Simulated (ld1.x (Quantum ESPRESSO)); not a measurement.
**Scattering properties, TM potential for beryllium (Be)**

```
Element                 : Be (Z = 4)
Generator               : ld1.x (Quantum ESPRESSO) 7.5
Type                    : norm-conserving Troullier–Martins (Kleinman–Bylander form)
Functional              : PW91
Relativity              : scalar-relativistic
Frozen core             : [He]
Valence charge          : 2
Reference configuration : 2s2 2p0
Partial waves           : 2p (bound, empty): rc 3.60 bohr; 2s (bound): rc 2.25 bohr
Local potential         : the s channel
Core correction         : none
```

The phase is arctan(r·u′/u) with u = r·R(r), unwrapped; energies in Ry, scanned from -2 to 5 Ry. A pole is an energy at which the radial function vanishes at the test radius. The pseudo phase is shifted by a multiple of π to meet the all-electron one at the reference energy, and phase errors are pseudo minus all-electron; the curves can meet again beyond the range given. Levels narrower than the energy grid can be missing from the lists of poles.

Q: For each channel, where are the poles, and over which energies does the pseudopotential scatter like the atom?

A:

```
channel  radius (bohr)  reference energy (Ry)  poles, all-electron  poles, pseudo  unbroken range about the reference energy with phases within 0.05 rad  phase error 1 Ry above the reference energy (rad)
      s           3.89                  -0.41          -0.20, 2.32    -0.20, 2.18                                                              below 0.7                                             -0.022
      p           3.89                  -0.15           0.12, 2.23     0.12, 2.55                                                              below 0.7                                             +0.127
```

Phases in the p channel:

| E (Ry) | all-electron | pseudo |
| --- | --- | --- |
| -2.00 | 1.381 | 1.381 |
| -1.52 | 1.349 | 1.349 |
| -1.04 | 1.290 | 1.290 |
| -0.56 | 1.117 | 1.118 |
| -0.08 | -1.180 | -1.179 |
| 0.40 | -1.778 | -1.767 |
| 0.88 | -2.428 | -2.269 |
| 1.36 | -4.339 | -4.179 |
| 1.84 | -4.622 | -4.564 |
| 2.32 | -4.728 | -4.677 |
| 2.80 | -4.815 | -4.745 |
| 3.28 | -4.962 | -4.809 |
| 3.76 | -5.886 | -4.903 |
| 4.24 | -7.545 | -5.177 |
| 4.72 | -7.734 | -6.984 |
